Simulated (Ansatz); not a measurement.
`O[SiH2][CH2][SbH2]` + `C=NCO` → `C=NC[O][SbH2]` + `C[SiH2]O`  (ligand exchange at the Sb–C bond)

Program: Ansatz. Geometries: PBE0-D4/def2-TZVP. ΔE: electronic, gas phase. CCSD(T)/CBS is the MP2 limit (def2-TZVPP, def2-QZVPP) plus CCSD(T) − MP2 in def2-TZVPP, frozen cores. This one scheme is used for every species. Elements past krypton have def2 core potentials. For Sb outer-core shells are correlated without core-valence functions, which leaves a few kJ/mol of doubt a bond. Each species was taken in one conformer, which may not be the lowest.

`O[SiH2][CH2][SbH2]`:

Cartesian coordinates in Å:
```
O 1.803 -0.689 0.332
Si 0.205 -1.061 0.542
C -0.679 0.563 0.539
Sb 0.097 1.865 -1.025
H 2.435 -1.407 0.278
H -0.291 -1.918 -0.570
H 0.019 -1.811 1.818
H -1.748 0.418 0.373
H -0.544 1.088 1.487
H -1.459 2.332 -1.575
H 0.163 0.621 -2.199
```

`C=NCO`:

```xyz
9

C    -0.157   -0.783    1.301
N     0.549   -0.338    0.361
C    -0.118    0.255   -0.770
O     0.454    1.490   -1.084
H     0.326   -1.249    2.160
H    -1.254   -0.729    1.309
H    -1.185    0.443   -0.588
H    -0.025   -0.456   -1.605
H     1.409    1.366   -1.085
```

`C=NC[O][SbH2]`:

Cartesian coordinates in Å:
```
C -0.956 -1.431 0.531
N -1.531 -0.312 0.570
C -0.961 0.798 -0.140
O 0.257 0.582 -0.794
Sb 1.933 0.927 0.201
H -1.403 -2.267 1.067
H -0.032 -1.616 -0.025
H -1.695 1.091 -0.901
H -0.900 1.627 0.581
H 2.793 1.296 -1.231
H 2.495 -0.694 0.140
```

`C[SiH2]O`:

```xyz
9

C    -0.506    0.236   -1.032
Si    0.095    0.190    0.731
O     0.693   -1.289    1.160
H    -0.935    1.217   -1.259
H    -1.277   -0.520   -1.202
H     0.309    0.059   -1.737
H    -1.026    0.436    1.672
H     1.134    1.245    0.915
H     1.511   -1.574    0.752
```

```
             level  ΔE (kJ/mol)
SCS-MP2/def2-TZVPP        -14.8
SCS-MP2/def2-QZVPP        -17.3
```

**Question.** What does CCSD(T)/CBS give? (An estimate is asked.)

**Answer.** The calculation gave: -15.4 kJ/mol. The listed levels differ from it by 0.6, -1.9 kJ/mol.

Largest T1 diagnostic among the species: 0.014.

From PBE to PBE0 (25 % exact exchange), in def2-TZVPP and without D4, ΔE moves by +6.0 kJ/mol. In def2-TZVPP, CCSD(T) changes the Hartree–Fock value by +5.7 kJ/mol (the triples alone add −0.7 kJ/mol) and MP2 by +7.5 kJ/mol.

CCSD(T)/CBS has its own doubt, a few kJ/mol and more with outer-core shells, so smaller differences from it don't rank the levels.
